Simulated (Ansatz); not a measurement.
[Ce(NH3)6]3+ (CeN₆H₁₈³⁺). Charge 3, multiplicity 2. Geometry PBE-D4/def2-SVP.

```xyz
25

Ce    0.002   -0.001    0.000
N    -0.272    1.916    1.801
H    -0.092    2.879    1.458
H     0.354    1.844    2.626
H    -1.213    1.997    2.232
N     0.247   -1.937   -1.784
H     0.199   -2.902   -1.403
H     1.136   -1.944   -2.320
H    -0.473   -1.948   -2.531
N     1.595    1.561   -1.420
H     1.120    2.158   -2.123
H     2.317    1.072   -1.983
H     2.152    2.246   -0.874
N    -1.590   -1.581    1.400
H    -2.241   -2.167    0.842
H    -2.225   -1.102    2.067
H    -1.109   -2.277    2.000
N    -2.087    0.970   -1.298
H    -2.322    1.959   -1.086
H    -2.985    0.478   -1.127
H    -2.015    0.967   -2.334
N     2.108   -0.929    1.301
H     2.455   -1.853    0.980
H     1.981   -1.072    2.321
H     2.957   -0.335    1.254
```

In the def2 sets Ce takes a core potential; there is no spin–orbit coupling. With an open 4f shell the SCF may have ended on a state above the lowest.

Q: Estimate the α-spin orbital energies around the gap (eV) in Ansatz with PBE-D4/def2-SVP, PBE-D4/def2-TZVP, PBE0-D4/def2-SVP, PBE0-D4/def2-TZVP, CAM-B3LYP-D4/def2-TZVP.

A: 
```csv
orbital,PBE-D4/def2-SVP,PBE-D4/def2-TZVP,PBE0-D4/def2-SVP,PBE0-D4/def2-TZVP,CAM-B3LYP-D4/def2-TZVP
HOMO−9,-22.95,-23.01,-24.65,-24.68,-26.17
HOMO−8,-22.95,-23.01,-24.65,-24.67,-26.17
HOMO−7,-22.95,-23.01,-24.65,-24.67,-26.17
HOMO−6,-20.13,-20.18,-21.81,-21.81,-23.37
HOMO−5,-20.10,-20.16,-21.79,-21.81,-23.31
HOMO−4,-20.10,-20.16,-21.79,-21.81,-23.31
HOMO−3,-19.24,-19.31,-20.83,-20.86,-22.32
HOMO−2,-19.24,-19.31,-20.83,-20.86,-22.32
HOMO−1,-19.24,-19.31,-20.83,-20.86,-22.32
HOMO,-16.19,-16.32,-19.22,-19.29,-21.00
LUMO,-15.44,-15.55,-13.16,-13.23,-11.99
LUMO+1,-15.43,-15.55,-13.16,-13.23,-11.99
LUMO+2,-15.43,-15.54,-13.15,-13.23,-11.99
LUMO+3,-15.19,-15.31,-12.77,-12.85,-11.57
LUMO+4,-15.18,-15.30,-12.76,-12.85,-11.57
LUMO+5,-15.18,-15.30,-12.76,-12.84,-11.56
β HOMO,-19.21,-19.28,-20.81,-20.84,-22.29
β LUMO,-14.89,-15.01,-12.47,-12.56,-11.33
```
